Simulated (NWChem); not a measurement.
System meant: K, doublet

NWChem input:

```
start job
memory heap 200 mb stack 900 mb global 1100 mb
geometry units angstroms noautoz
  K      0.000000     0.000000     0.000000
end
basis spherical
  * library def2-svp
end
dft
  odft
  mult 2
  xc b3lyp
  iterations 4
  mulliken
end
task dft energy
```

End of the output:

```
     -------------------------------------------
      Total Density - Lowdin Population Analysis
     -------------------------------------------

    Atom       Charge   Shell Charges
 -----------   ------   -------------------------------------------------------
    1 K   19    19.00   2.00  2.00  1.96  0.77  0.27  5.99  5.88  0.12  0.00  0.00

     ------------------------------------------
      Spin Density - Lowdin Population Analysis
     ------------------------------------------

    Atom       Charge   Shell Charges
 -----------   ------   -------------------------------------------------------
    1 K   19     1.00   0.00  0.00  0.04  0.70  0.26 -0.00 -0.00  0.00  0.00  0.00

   alpha - beta orbital overlaps
   -----------------------------

   alpha      1      2      3      4      5      6      7      8      9     10
    beta      1      2      3      4      5      6      9      7      8     10
 overlap   1.000  1.000  0.751  0.788  0.940  1.000  0.784  0.910  0.874  0.999

   alpha     11     12     13     14     15     16     17     18     19     20
    beta     13     11     12     14     16     15     18     19     19     20
 overlap   0.981  0.976  0.984  0.999  0.742  0.796  0.913  0.770  0.628  0.988

   alpha     21     22     23     24
    beta     21     22     24     23
 overlap   0.726  0.629  0.744  0.853

     --------------------------
     Expectation value of S2:
     --------------------------
      <S2> =      0.7500 (Exact =     0.7500)

 ------------------------------------------------------------------------
 dft energy failed                                                                                  0
 ------------------------------------------------------------------------
 ------------------------------------------------------------------------
  current input line :
    16: task dft energy
 ------------------------------------------------------------------------
 ------------------------------------------------------------------------
 This type of error is most commonly associated with calculations not reaching convergence criteria
 ------------------------------------------------------------------------
 For more information see the NWChem manual at https://nwchemgit.github.io

0:dft energy failed:Received an Error in Communication
```

Q: What is wrong, and how is it mended?

A: Convergence was not reached. Cause: the SCF was allowed too few iterations. This input runs:
```
start job
memory heap 200 mb stack 900 mb global 1100 mb
geometry units angstroms noautoz
  K      0.000000     0.000000     0.000000
end
basis spherical
  K library def2-svp
end
dft
  odft
  mult 2
  xc b3lyp
  iterations 150
  mulliken
end
task dft energy
```
It converges to -599.84729 Ha (B3LYP/def2-SVP, spin-unrestricted).
